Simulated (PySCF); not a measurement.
Compound: C5H5O2P.
Numbering: `[CH3:1][c:2]1[o:3][cH:4][p:5][c:6]1[CH:7]=[O:8]`

Geometry (GFN2-xTB, Å), atoms numbered from 1 in this order:
```xyz
13
C5H5O2P angstrom
C     -0.472    1.639    0.293
C      0.301    0.390    0.089
O      1.624    0.454    0.167
C      2.203   -0.742   -0.037
P      1.149   -2.045   -0.341
C     -0.188   -0.874   -0.179
C     -1.591   -1.206   -0.314
O     -2.508   -0.428   -0.209
H     -1.162    1.518    1.127
H      0.205    2.466    0.487
H     -1.076    1.850   -0.588
H      3.278   -0.742    0.016
H     -1.766   -2.279   -0.529
```

NICS is the negative of the GIAO shielding at a point without a nucleus: at the ring centre (0) and 1 Å above and below it (1); zz is the component along the ring normal. Level: GIAO PBE0/pcSseg-1 (PySCF, non-relativistic, gas phase) on the GFN2-xTB geometry, one conformer.

Ring bond lengths (Å), with Mayer bond orders in brackets: C2–O3 1.326 (1.10), O3–C4 1.345 (1.05), C4–P5 1.704 (1.58), P5–C6 1.784 (1.11), C6–C2 1.382 (1.41).

Problem. Give the NICS values of each ring in ppm.

Solution. 
| ring | type | NICS(0) | NICS(1), two faces | NICS(1)zz, two faces | rms pucker (Å) | centre to ring atoms, mean (Å) |
| --- | --- | --- | --- | --- | --- | --- |
| C2–O3–C4–P5–C6 | 5-membered ring with O and P; formal bonds all aromatic | -10.8 | -10.6 / -10.6 | -24.0 / -24.0 | 0.00 | 1.27 |

Problem. What can be read from them?

Solution. 
- C2–O3–C4–P5–C6: mean NICS(1)zz -24.0 ppm, shielded.

Problem. What does the geometric index give? HOMA takes Krygowski's 1993 parameters.

Solution. 
- C2–O3–C4–P5–C6: HOMA 0.50; the largest term is that of O3–C4, α(R − Ropt)² = 1.02.

Problem. At the second NICS(1) probe listed for ring C2–O3–C4–P5–C6, 1 Å off the ring, what do the in-plane components average?

Solution. The isotropic value is a third of the trace: (3 × -10.6 − (-24.0))/2 = -3.9 ppm.
